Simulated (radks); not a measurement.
Results of a calculation; reference values are marked as such.
Species: Be3+. Configuration: 1s1. Level of theory: scalar-relativistic Kohn-Sham, LDA (Slater exchange, Perdew-Wang correlation), spin-unpolarised, spherical densities, finite nucleus; Fermi nuclear charge, rms radius 2.519 fm; without spin polarisation the odd electron is poorly described (a radial shooting solver on a logarithmic mesh with Libxc functionals).

Radial electron density D(r) = 4 pi r^2 rho(r):

| r (bohr) | D(r) (e/bohr) |
|---|---|
| 0.01465 | 0.04680 |
| 0.01706 | 0.06221 |
| 0.01986 | 0.08244 |
| 0.02312 | 0.1088 |
| 0.02691 | 0.1431 |
| 0.03133 | 0.1871 |
| 0.03648 | 0.2434 |
| 0.04246 | 0.3144 |
| 0.04943 | 0.4029 |
| 0.05755 | 0.5117 |
| 0.067 | 0.6430 |
| 0.07799 | 0.7981 |
| 0.0908 | 0.9765 |
| 0.1057 | 1.175 |
| 0.1231 | 1.387 |
| 0.1433 | 1.601 |
| 0.1668 | 1.800 |
| 0.1942 | 1.964 |
| 0.226 | 2.070 |
| 0.2631 | 2.094 |
| 0.3063 | 2.022 |
| 0.3566 | 1.849 |
| 0.4151 | 1.588 |
| 0.4833 | 1.268 |
| 0.5626 | 0.9302 |
| 0.655 | 0.6184 |
| 0.7625 | 0.3668 |
| 0.8877 | 0.1905 |
| 1.033 | 0.08478 |
| 1.203 | 0.03155 |
| 1.401 | 0.009542 |

D(r) has 1 maximum, at r = 0.255 bohr.
